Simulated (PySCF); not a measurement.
Compound: C4H11NSi.
Geometry (PBE0-D3(BJ)/def2-SVP, Å), atoms numbered from 1 in this order:
```xyz
17
C4H11NSi angstrom
C     -1.2120   -1.1273   -0.0208
N     -0.5190    0.1258    0.1408
C     -1.3387    1.2927   -0.0653
Si     1.0581    0.2207    0.8340
C      2.4065    1.0276   -0.1463
C      2.4767   -0.5188   -0.0987
H     -2.0383   -1.2560    0.7074
H     -0.5188   -1.9727    0.1041
H     -1.6537   -1.2096   -1.0326
H     -1.7925    1.2860   -1.0751
H     -0.7360    2.2097    0.0169
H     -2.1696    1.3665    0.6653
H      1.1607    0.2700    2.3188
H      3.2107    1.5673    0.3662
H      2.1590    1.4696   -1.1181
H      2.2772   -1.0411   -1.0413
H      3.3233   -0.9499    0.4472
```

Linear response at B3LYP/def2-SVPD (PySCF, frozen core in the response, non-relativistic).

Static isotropic polarisability: 85.74 au (12.71 Å³), principal values 77.0, 80.1, 100.1 au.

Question: What is the polarisability at 1064 nm and at the sodium D line?

Answer: 86.60 au at 1064 nm (+1.0 %), 88.66 au at 589.3 nm (+3.4 %). The rise at 589.3 nm is 3.40 times that at 1064 nm; a pure ω² law gives 3.26. The lowest singlet lies at 223 nm, shorter than both wavelengths.

Question: What is the isotropic C6 coefficient between two such molecules, C6 = (3/π)∫α(iω)² dω?

Answer: 2822 au (Eh·bohr⁶) by a ten-point quadrature over imaginary frequencies, which is 1690 eV·Å⁶ or 163 J·nm⁶/mol.

Question: Which effective excitation energy ω̄ makes London's formula C6 = (3/4)α²ω̄ exact here?

Answer: ω̄ = 4·C6/(3α²) = 0.512 Eh = 13.9 eV. A one-pole form α(ω) = α/(1 − ω²/ω̄²) fitted to the 1064 nm value gives 11.7 eV. London's choice of the ionisation energy (8.24 eV, ΔSCF at the same level) gives C6 = 1670 au, 41 % too low.

Question: How many electrons N does the Slater–Kirkwood formula C6 = (3/4)·√N·α^(3/2) need to give this C6?

Answer: N = (4·C6/3)²/α³ = 22.5; the species has 56 electrons in all.

Question: The lowest 10 singlets have (eV, f): 5.56, 0.000; 5.59, 0.015; 6.09, 0.007; 6.16, 0.066; 6.26, 0.062; 6.37, 0.014; 6.46, 0.125; 6.62, 0.036; 6.66, 0.004; 6.76, 0.000. What share of the static polarisability do they carry in the sum over states α = Σ f/ω²?

Answer: 6.12 au, 7.1 % of α; the largest term, 2.22 au, is that of the state at 6.46 eV. Their oscillator strengths add up to 0.33. Higher states carry the rest.

Question: What three-body coefficient follows from the one-pole estimate C9 = (3/4)·α·C6?

Answer: 181000 au. This is an estimate from the two numbers above, not a computed integral.

Question: What molar refraction at the D line follows from R = (4π/3)·N_A·α′, with α′ the polarisability volume?

Answer: α′ = 13.14 Å³ gives R = 33.14 cm³/mol, for isolated, non-vibrating species.

Question: How anisotropic is the static polarisability, by Δα² = ½[(α1 − α2)² + (α2 − α3)² + (α3 − α1)²]?

Answer: Δα = 21.7 au, or 0.25 of the isotropic value.

One conformer stands for the species.
